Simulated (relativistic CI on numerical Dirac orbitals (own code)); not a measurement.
Computed by Dirac-Coulomb-Breit CI, separate exchange-only KLI orbitals for each configuration, model QED (radiative potential, 1s self-energy scaled to tabulated hydrogen-like ionisation energies), unscaled Slater integrals (own radial code, finite nucleus).

The strongest absorption lines from the ground level of an ion, among the configurations computed and to levels below about 1270 eV (vacuum wavelength in Å, gf): 10.836 (0.44), 11.234 (0.85), 11.265 (1.2), 11.297 (1.9), 11.308 (3.8), 11.344 (0.67), 11.419 (0.67), 11.536 (1.4).

**Question.** Which ion is it?
A. Zn22+
B. Fe18+
C. Ge24+
D. Ni20+

**Answer.** D. Ni20+ has 8 electrons and the ground level 2s2 2p4 3P_2; the strongest line goes to 2s2 2p3 3d 3D°_3. The pattern of lines fixes the number of electrons, and along that sequence the line energies rise steadily with the charge (about as its square where n changes within one kind of shell, about linearly where n is kept but much faster in heavy ions where fine structure, which grows about as Z⁴, sets the gap, and irregularly where shells cross), which fixes Z. Configurations outside the model, such as inner-shell arrays, can give stronger lines. At this charge energies of transitions that change n are usually good to better than 1 %, and those within a shell (Δn = 0) to a few per cent.

LS names give the leading component of a level, which can be under half, so a name can repeat, a term be missing and a line seem to break the LS rules.
